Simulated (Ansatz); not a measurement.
The cluster Al₄As₄⁺. Charge 1, multiplicity 2. Geometry PBE0-D4/def2-SVP, that of the neutral singlet; atoms count from 1.

Cartesian coordinates in Å:
```
Al -1.406 0.600 1.365
Al -0.906 1.147 -1.437
Al 0.906 -1.147 1.437
Al 1.406 -0.600 -1.365
As -1.103 -1.357 2.539
As 2.917 -0.939 0.337
As -1.711 2.557 0.194
As -0.103 -0.262 -3.070
```

The structure comes from a short search, and lower isomers may exist.

Estimate the Mulliken populations from the PBE0/def2-SVP orbitals of Ansatz.


| atom | charge (e) | spin (α − β) |
| --- | --- | --- |
| Al1 | 0.41 | -0.03 |
| Al2 | 0.41 | -0.03 |
| Al3 | 0.41 | -0.03 |
| Al4 | 0.41 | -0.03 |
| As5 | -0.13 | 0.58 |
| As6 | -0.18 | -0.02 |
| As7 | -0.18 | -0.02 |
| As8 | -0.13 | 0.58 |
Mulliken values and Mayer orders depend strongly on the basis.

Where does the spin sit?

Summed by element: Al -0.13, As 1.13, of 1 unpaired in all. Largest on single atoms: As5 0.58, As8 0.58, Al1 -0.03.

And the Mayer bond orders between bonded heavy atoms (over 0.3)?

Al1–Al2 0.37 (2.90 Å); Al1–As5 1.10 (2.30 Å); Al1–As7 1.32 (2.30 Å); Al2–As7 1.32 (2.30 Å); Al2–As8 1.10 (2.30 Å); Al3–Al4 0.37 (2.90 Å); Al3–As5 1.10 (2.30 Å); Al3–As6 1.32 (2.30 Å); Al4–As6 1.32 (2.30 Å); Al4–As8 1.10 (2.30 Å).
